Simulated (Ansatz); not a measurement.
An input meant for the cluster AlB3⁺ (charge 1, doublet; atoms displaced at random, 0.08 Å in each coordinate).

```yaml
crystal:
  periodic: [false, false, false]
  atoms:
    - {symbol: B, position_ang: [0.515869, -0.213482, 3.058183]}
    - {symbol: B, position_ang: [0.132719, -0.139255, 0.131519]}
    - {symbol: B, position_ang: [1.208254, 2.572688, 1.491330]}
    - {symbol: Al, position_ang: [-1.587546, -2.155709, -4.127598]}
basis:
  gaussian: {orbitals: def2-SVP}
total_charge: 1
magnetization: {spin_polarized: true, initial_magnetization: 1}
hamiltonian: {xc: {name: BHLYP}, dispersion: d3bjatm}
scf: {omitted_lower_state_checks: [starts]}
output: {forces: true}
```

```sh
$ ansatz run in.yaml --threads 4 --pin off --events-out ev --progress --plain --max-ram 3916MiB
```

Output, abridged:

```
Functional definition: BHLYP
590 factors; integrals over basis functions are off by at most 4.8e-4 eV
mean field evaluation 1: about -8595.8606 eV, gradient 9.7e0 eV
mean field evaluation 2: about -8585.3517 eV, gradient 2.0e1 eV
mean field evaluation 4: about -8597.2771 eV, gradient 3.4e0 eV
mean field evaluation 8: about -8597.6844 eV, gradient 8.2e-1 eV
mean field evaluation 16: about -8597.8856 eV, gradient 1.0e0 eV
mean field evaluation 32: about -8598.0007 eV, gradient 5.9e-6 eV
mean field -8598.00069160 eV, -315.9706974820 hartree, gradient 6.4e-7 eV, S^2 1.647656; 0 other end points of the search recorded, 0 dependent functions left out
reference -8598.00090234 eV, -315.9707052268 hartree; 14, 13 occupied and 46, 47 virtual orbitals, 590 factors
Total energy: -8598.14096956 eV, -315.9758526022 hartree
Atom 0 at     0.515869    -0.213482     3.058183 Å, force    -0.027494     0.380671    -1.083857 eV/Å
Atom 1 at     0.132719    -0.139255     0.131519 Å, force     0.109767     0.102573     0.740498 eV/Å
Atom 2 at     1.208254     2.572688     1.491330 Å, force    -0.155439    -0.552329     0.143962 eV/Å
Atom 3 at    -1.587546    -2.155709    -4.127598 Å, force     0.073167     0.069085     0.199397 eV/Å
Dipole moment:    -0.793490    -1.045543    -1.983446 e Å
Checks for a lower state left out: starts
```

Q: What is wrong with this run?

A: The geometry is stretched to more than twice its size. The calculation finished and met its thresholds. The result belongs to that input, not to the species as meant. The charge 1 doublet is spin-contaminated (final ⟨S²⟩ up to 1.65, 0.75 for a pure state).
